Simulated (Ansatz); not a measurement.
A structure relaxed at PBE0-D4/def2-TZVP, charge 0, multiplicity 1:

```xyz
9

N    -0.764    1.692   -0.826
Sb   -1.458   -0.169   -0.335
Si    0.674   -1.065    0.825
H    -1.052    2.375   -0.136
H     0.244    1.742   -0.910
H    -0.951   -0.869   -1.811
H     0.732   -0.564    2.226
H     1.892   -0.588    0.112
H     0.684   -2.554    0.855
```

Q: Give its formula and SMILES.

A: H6NSbSi, `[NH2][SbH][SiH3]`.

Q: Summarise the bond lengths by kind.

A: 1 × N–Sb 2.046 Å; 2 × H–N 1.012 Å; 1 × Sb–Si 2.588 Å; 1 × H–Sb 1.711 Å; 3 × H–Si 1.489 to 1.490 Å.

Computed with Ansatz.
